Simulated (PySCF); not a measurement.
Species: C₆H₅N₂O (doublet state).
Cartesian coordinates in Å at the GFN2-xTB level; atoms count from 1:
```xyz
14
C6H5N2O angstrom
C      2.4165    0.1555   -0.2630
N      1.7588   -0.7368    0.3187
C      0.4396   -0.5201    0.8262
C     -0.5509   -1.4059    0.1271
C     -1.5106   -0.6162   -0.4144
C     -1.2098    0.7224   -0.0832
C     -1.9170    1.8613   -0.4293
N     -2.5350    2.7876   -0.7339
O     -0.0778    0.8006    0.6659
H      2.0791    1.1787   -0.4301
H      3.4000   -0.1105   -0.6216
H      0.4984   -0.7331    1.9079
H     -0.4327   -2.4673    0.0696
H     -2.3594   -0.9167   -0.9969
```

The hyperfine couplings belong to this conformer and change with its torsions.

As a line formula: `C=N[C@@H]1C=C[C](C#N)O1` [radical].

Method: UKS B3LYP, pcH-1 on C H N O, non-relativistic, mean-field spin-orbit, GIAO (PySCF 2.14.0). Geometry: GFN2-xTB, one conformer, isolated molecule. A GFN2-xTB geometry isn't a minimum of the functional, and hyperfine couplings can be far from their values at a DFT geometry. No stability test was run, so a lower SCF solution isn't excluded. ⟨S²⟩ is 0.774 where a pure state has 0.75.

The Mulliken spin populations are largest on C6 (+0.51), C4 (+0.45), N8 (+0.26) and C5 (-0.20). Three atoms exceed +0.15. The positive populations add up to 1.39 and the negative ones to -0.39, together 2S = 1. The angles at C6 add up to 360.0°, so it is planar.

(1) Test a(H) = Q·ρ(C) for the protons on planar carbons with a spin population beyond ±0.08.

## Answers

(1) 
```csv
H,C,ρ(C),a(H) (G),a/ρ (G)
H13,C4,+0.451,-11.10,-24.6
H14,C5,-0.203,+3.24,-16.0
```

A least-squares line through the origin gives Q = -23.2 G with Mulliken populations. In McConnell's picture π spin on carbon polarises the C–H bond and leaves opposite spin at the proton, which makes Q negative, as found here. Where ρ is negative the coupling is positive.

Couplings in gauss use g_iso = 2.0033.
